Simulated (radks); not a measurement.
Ionisation of the phosphorus ion P+, [Ne] 3s2 3p2, to [Ne] 3s2 3p1 as the strength of local exchange is varied. Calculated with a radial shooting solver on a logarithmic mesh with Libxc functionals: non-relativistic Kohn-Sham, Slater X-alpha exchange (alpha = 2/3 is LDA exchange), no correlation, spin-polarised, spherical densities, point nucleus; open shells are filled with parallel spins first.

alpha,E(P+) (hartree),exchange (hartree),IE (eV),-e of the level emptied (eV),<r> of it (bohr)
0.589,-336.15879,-17.95004,17.871,13.138 (3p),2.186
0.603,-336.58566,-18.39570,18.048,13.306 (3p),2.177
0.667,-338.54272,-20.44423,18.870,14.085 (3p),2.139
0.718,-340.10885,-22.08980,19.538,14.721 (3p),2.110
0.833,-343.66177,-25.84320,21.085,16.203 (3p),2.049
0.875,-344.96677,-27.22877,21.665,16.760 (3p),2.027
1.032,-349.88006,-32.47805,23.898,18.921 (3p),1.952

NIST Atomic Spectra Database: 19.769 eV (semi-empirical). The Delta-SCF value meets it near alpha = 0.74. Open shells are spherical and high-spin; term and fine-structure splittings are not resolved.
